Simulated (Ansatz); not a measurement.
`BC#CN` + `Cl[SiH]1N[SiH2]1` → `BN1[SiH2][SiH]1Cl` + `C#CN` at 500 K and 1 bar (ligand exchange at a B–C bond).

Computed with Ansatz on PBE0-D4/def2-TZVP structures; ΔE is electronic, products minus reactants. CCSD(T)/CBS is the MP2 limit (def2-TZVPP, def2-QZVPP) plus CCSD(T) − MP2 in def2-TZVPP, frozen cores. This one scheme is used for every species. Each species was taken in one conformer, which may not be the lowest.

| species | CCSD(T)/CBS energy (Eh) | H − E (kJ/mol) | S (J/(mol·K)) |
| --- | --- | --- | --- |
| `BC#CN` | -157.93223 | 184.4 | 334.7 |
| `Cl[SiH]1N[SiH2]1` | -1095.09347 | 153.6 | 375.7 |
| `BN1[SiH2][SiH]1Cl` | -1120.50903 | 193.1 | 422.3 |
| `C#CN` | -132.52893 | 143.8 | 289.2 |

H − E and S are ideal-gas, rigid-rotor, harmonic terms from PBE0-D4/def2-TZVP, for one conformer and one mirror image of each species. 1 Eh = 2625.50 kJ/mol, R = 8.31446 J/(mol·K).

By hand: ΔE, ΔH, ΔS and ΔG.

ΔE = (-1120.50903) + (-132.52893) − (-157.93223) − (-1095.09347) = -0.01226 Eh = -32.2 kJ/mol. Δ(H − E) = 193.1 + 143.8 − 184.4 − 153.6 = -1.1, so ΔH = -33.3 kJ/mol. ΔS = 422.3 + 289.2 − 334.7 − 375.7 = 1.1 J/(mol·K). ΔG = -33.3 − 500 × (1.1)/1000 = -33.8 kJ/mol.

By hand: the equilibrium constant, and the temperature at which ΔG would vanish if ΔH and ΔS stayed fixed.

log₁₀ K = −ΔG/(RT ln 10) = 3.5. ΔH and −TΔS have one sign here, so there is no such temperature. One of them is within its doubt of zero, so this could turn.

The number of gas molecules stays the same, so ΔS is small and ΔH decides. A doubt of 5 kJ/mol in ΔE shifts log₁₀ K by 0.5 here. Other conformers and mirror images would add mixing entropy, several J/(mol·K) or more a flexible species. These are equilibria of isolated gas molecules and say nothing of rates. Largest T1 diagnostic: 0.015 (customary marks: 0.02 for closed shells, 0.045 for open ones).
